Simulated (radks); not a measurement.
Isoelectronic series with 20 electrons, each ion in its NIST ground configuration. All-electron calculation, Dirac Kohn-Sham, PBE, spin-unpolarised, spherical densities, finite nucleus; open shells fill j = l - 1/2 first; Fermi nuclear charge, rms radius of each element as measured or else 0.836 A^(1/3) + 0.57 fm. Program: a radial shooting solver on a logarithmic mesh with Libxc functionals. Total energies (hartree) and mean radii <r> (bohr) (* marks an orbital that is empty in some or all of the ions):

| ion | configuration | E (hartree) | 4s1/2* | 3p3/2 | 3p1/2 |
|---|---|---|---|---|---|
| Ca | [Ar] 4s2 | -680.32856 | 4.020 | 1.274 | 1.266 |
| Sc+ | [Ar] 3d1 4s1 | -763.80850 | 3.369 | 1.170 | 1.162 |
| Ti2+ | [Ar] 3d2 | -852.80471 | 2.930 | 1.086 | 1.078 |
| V3+ | [Ar] 3d2 | -947.14667 | 2.514 | 0.9962 | 0.9886 |
| Cr4+ | [Ar] 3d2 | -1046.79536 | 2.219 | 0.9195 | 0.9122 |
| Mn5+ | [Ar] 3d2 | -1151.75190 | 1.995 | 0.8537 | 0.8466 |
| Fe6+ | [Ar] 3d2 | -1262.02381 | 1.817 | 0.7969 | 0.7899 |
| Co7+ | [Ar] 3d2 | -1377.62201 | 1.671 | 0.7472 | 0.7403 |
| Ni8+ | [Ar] 3d2 | -1498.56013 | 1.549 | 0.7035 | 0.6967 |
| Cu9+ | [Ar] 3d2 | -1624.85283 | 1.445 | 0.6647 | 0.6579 |
| Zn10+ | [Ar] 3d2 | -1756.51743 | 1.355 | 0.6301 | 0.6233 |
| Ga11+ | [Ar] 3d2 | -1893.57174 | 1.276 | 0.5989 | 0.5921 |
| Ge12+ | [Ar] 3d2 | -2036.03514 | 1.206 | 0.5707 | 0.5638 |
| As13+ | [Ar] 3d2 | -2183.92859 | 1.144 | 0.5451 | 0.5382 |
| Se14+ | [Ar] 3d2 | -2337.27330 | 1.088 | 0.5217 | 0.5147 |
| Br15+ | [Ar] 3d2 | -2496.09236 | 1.037 | 0.5002 | 0.4932 |
| Kr16+ | [Ar] 3d2 | -2660.40949 | 0.9910 | 0.4805 | 0.4733 |
| Rb17+ | [Ar] 3d2 | -2830.24981 | 0.9489 | 0.4622 | 0.4550 |
| Sr18+ | [Ar] 3d2 | -3005.63924 | 0.9103 | 0.4453 | 0.4380 |
| Zr20+ | [Ar] 3d2 | -3373.17542 | 0.8418 | 0.4149 | 0.4074 |
| Nb21+ | [Ar] 3d2 | -3565.37930 | 0.8113 | 0.4012 | 0.3937 |
